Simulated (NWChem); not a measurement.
MgSiH₄; SMILES [MgH][SiH3]

```xyz
6

Mg    -0.1833    -1.4492    -0.0024
H     -0.2413    -3.1539    -0.0033
Si    -0.0985     1.1378    -0.0010
H      1.2788     1.6795     0.2646
H     -0.9874     1.7549     1.0430
H     -0.5279     1.7406    -1.3100
```
Atoms are numbered in this order, from 1.

Results from NWChem. Coordinates come from a PBE0/def2-SVP optimisation. Ions are spin-unrestricted doublets at the neutral geometry; other ion states weren't tried.

For level PBE/def2-SVP:

```
Quantity                               Value
-------------------------------------  -----
vertical ionisation energy, ΔSCF (eV)   8.67
−ε(HOMO) (eV)                           5.79
```

Estimate the same quantities for level PBE0/def2-SVP.

The vertical ionisation energy, ΔSCF (eV) is 8.86 and the −ε(HOMO) (eV) is 6.83.
